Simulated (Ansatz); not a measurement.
One change: `FB(Cl)Br` becomes `CCB(F)Cl`.

Ansatz, PBE0-D4/def2-TZVP geometries, multiplicity 1. Each molecule was computed in one conformer, which needn't be the lowest.

Scalar relativity is left out up to krypton.

| property | `FB(Cl)Br` |
| --- | --- |
| HOMO energy (B3LYP/def2-TZVPP) / eV | -8.58 |
| zero-point energy (PBE0-D4/def2-TZVP) / kJ/mol | 22.9 |
| HOMO energy (PBE/def2-TZVPP) / eV | -7.51 |
| HOMO–LUMO gap (ωB97M-V/def2-TZVPP) / eV | 12.06 |
| LUMO energy (PBE/def2-TZVPP) / eV | -2.14 |
| size of the dipole moment (B3LYP/def2-TZVPP) / D | 0.32 |

(1) Give the same properties after the change, and the shifts. (Best estimate.)

## Answers

(1) The calculation gave: 
```json
{"property": "HOMO energy (B3LYP/def2-TZVPP) / eV", "`CCB(F)Cl`": "-8.74", "shift": "-0.16"}
{"property": "zero-point energy (PBE0-D4/def2-TZVP) / kJ/mol", "`CCB(F)Cl`": "192.9", "shift": "170.0"}
{"property": "HOMO energy (PBE/def2-TZVPP) / eV", "`CCB(F)Cl`": "-7.56", "shift": "-0.05"}
{"property": "HOMO–LUMO gap (ωB97M-V/def2-TZVPP) / eV", "`CCB(F)Cl`": "12.93", "shift": "0.87"}
{"property": "LUMO energy (PBE/def2-TZVPP) / eV", "`CCB(F)Cl`": "-1.46", "shift": "0.68"}
{"property": "size of the dipole moment (B3LYP/def2-TZVPP) / D", "`CCB(F)Cl`": "1.64", "shift": "1.32"}
```

With PBE0 the HOMO falls by 0.12 eV and the LUMO rises by 0.76 eV, so the gap widens by about 0.88 eV. PBE moves the HOMO by -0.05 eV and ωB97M-V by -0.18 eV. The zero-point energy changes by 170.0 kJ/mol with +18 modes. Dipoles are sizes alone; their direction can turn.

B3LYP here is the variant with VWN-RPA as its local correlation; programs differ in this.

Spin–orbit coupling is left out; it splits and shifts lone-pair levels of the heavy atoms by tenths of an eV.
